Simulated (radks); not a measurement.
Task: V1.75+, 21.25 electrons, occupied as [Ar] 3d(up 3.25, down 0) (fractional occupations, a model configuration). Method: non-relativistic Kohn-Sham, SCAN, spin-polarised, spherical densities, point nucleus; meta-GGA in the generalised Kohn-Sham scheme; computed with a radial shooting solver on a logarithmic mesh with Libxc functionals. Some entries of the table are withheld. Estimate them.

orbital  occ.  eigenvalue (eV)  <r^2> (bohr^2)  r(max) (bohr)
1s down     1        -5359.085        0.006036        0.04411
1s up       1        -5359.055        0.006036        0.04411
2s up       1              (1)          0.1138         0.2577
2s down     1              (2)          0.1134         0.2575
2p up       3        -519.8476         0.09318         0.2093
2p down     3        -518.7263         0.09270         0.2091
3s up       1         -85.8469           1.057         0.8279
3s down     1         -81.7490           1.065         0.8275
3p up       3              (3)           1.226         0.8509
3p down     3              (4)           1.236         0.8514
3d up    3.25         -19.0019           2.285         0.8951

Result: 
(1) 2s up eigenvalue (eV): -615.7059
(2) 2s down eigenvalue (eV): -614.1856
(3) 3p up eigenvalue (eV): -59.4274
(4) 3p down eigenvalue (eV): -55.3789
